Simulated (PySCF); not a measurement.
```xyz
9

C     -1.9295     0.2597     0.0971
Si    -0.4872    -0.6347     0.1271
C      1.1534     0.3005    -0.1257
O      1.2286     1.4843    -0.3064
O      2.2287    -0.5076    -0.0803
H     -1.9138     1.3319    -0.0618
H     -2.9054    -0.1908     0.2322
H     -0.3871    -2.0928     0.3348
H      3.0123     0.0495    -0.2170
```

Charge 0, multiplicity 1.

Task: Give the Mulliken and meta-Löwdin atomic charges from PBE0-D3(BJ)/def2-TZVP run with PySCF 2.14.0.

Result: 
```tsv
atom	Mulliken (e)	meta-Löwdin (e)
C1	-0.44	-0.58
Si2	0.23	0.53
C3	0.20	0.32
O4	-0.29	-0.43
O5	-0.36	-0.46
H6	0.17	0.16
H7	0.16	0.15
H8	0.02	-0.06
H9	0.32	0.36
```
